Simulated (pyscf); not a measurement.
**O=Re(=O)(=O)–O–SiH₃ (SMILES [O]=[Re](=[O])(=[O])[O][SiH3]), singlet**

Gas-phase minimum from PySCF at ωB97X-D3(BJ)/def2-SVP, one conformer. 

SMILES: [O]=[Re](=[O])(=[O])[O][SiH3]
```xyz
9

O     -1.7315    -0.2818     0.6285
Re    -0.7472     1.0706     0.3831
O     -1.2844     2.3366     1.3653
O      0.8392     0.6700     0.8090
O     -0.8156     1.5831    -1.3859
Si    -0.6125     1.2855    -3.0374
H      0.8235     0.9879    -3.2743
H     -1.4613     0.1212    -3.3991
H     -1.0371     2.5095    -3.7594
```
Charge 0, spin multiplicity 1.

Bonded distances (Å): O1–Re2 1.691, Re2–O3 1.690, Re2–O4 1.691, Re2–O5 1.843, O5–Si6 1.690, Si6–H7 1.486, Si6–H8 1.486, Si6–H9 1.483. Bond angles (°): O1–Re2–O3 109.3, O1–Re2–O4 108.7, O1–Re2–O5 109.9, O3–Re2–O4 109.2, O3–Re2–O5 109.7, O4–Re2–O5 110.0, Re2–O5–Si6 152.2, O5–Si6–H7 107.9, O5–Si6–H8 107.9, O5–Si6–H9 107.2, H7–Si6–H8 110.9, H7–Si6–H9 111.4, H8–Si6–H9 111.4.

Properties at ωB97X-D3(BJ)/def2-SVP:

```
Property                                                                                                                                                                                                                          Value
---------------------------------------------------------------------------------------------------------------------  ----------------------------------------------------------------------------------------------------------------
Harmonic wavenumbers, unscaled                                                                                         11, 38, 44, 247, 262, 316, 354, 360, 480, 723, 725, 949, 963, 965, 1045, 1045, 1051, 1101, 2291, 2296, 2309 cm⁻¹
Zero-point energy                                                                                                                                                                                                         25.1 kcal/mol
Rotational symmetry number                                                                                                                                                                                                            1
Entropy of this conformer at 298 K and 1 atm, rigid rotor and harmonic oscillator, modes under 100 cm⁻¹ raised to 100                                                                                                   379.4 J/(mol K)
Dipole moment                                                                                                                                                                                                                    4.04 D
```

Single-point totals, which compare only within one level:

| level | total energy (hartree) |
|---|---|
| ωB97X-D3(BJ)/def2-TZVP | -670.88687 |
| PBE/def2-TZVP | -670.43422 |
| r²SCAN/def2-TZVP | -670.71017 |
| B3LYP-D3(BJ)/def2-TZVP | -670.87535 |
| PBE0-D3(BJ)/def2-TZVP | -670.35903 |
| M06-2X/def2-TZVP | -670.51587 |
| ωB97M-D3(BJ)/def2-TZVP | -670.85386 |

The lowest mode is so soft that the shape along it may change with the basis. Soft torsions are taken as harmonic, which can shift the entropy by several J/(mol K). Elements past Kr carry the def2 core potentials, without spin-orbit coupling.
